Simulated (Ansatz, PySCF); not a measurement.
H₃Sn, SMILES [SnH3-], charge -1.

Geometry: B3LYP-D3(BJ)/def2-TZVPD. The def2 effective core potentials stand for the cores of Sn; spin–orbit coupling is left out.

Estimates of the vertical detachment energy (IE) of the anion in eV. Rows of orbital energies are one-electron estimates, which approximate functionals can put far too low.

```json
[
 {"level": "−ε(HOMO), −ε(LUMO), PBE0/def2-TZVPD (PySCF)", "IE": "0.40"},
 {"level": "−ε(HOMO), −ε(LUMO), M06-2X/def2-TZVPD (PySCF)", "IE": "1.28"},
 {"level": "−ε(HOMO), −ε(LUMO), PBE/def2-TZVPD (PySCF)", "IE": "-0.44"},
 {"level": "ΔSCF, PBE0/def2-TZVPD (Ansatz), final states of multiplicity 2", "IE": "2.31"},
 {"level": "ΔSCF, PBE/def2-TZVPD (Ansatz), final states of multiplicity 2", "IE": "2.31"}
]
```

Task: What vertical singlet–triplet gap does ΔSCF give with PBE0/def2-TZVPD (Ansatz, a first-principles code) and with PBE/def2-TZVPD (Ansatz)? (Estimate from the structure and the level; the computed values follow.)

Result: 3.27 and 3.19 eV (triplet above singlet where positive).
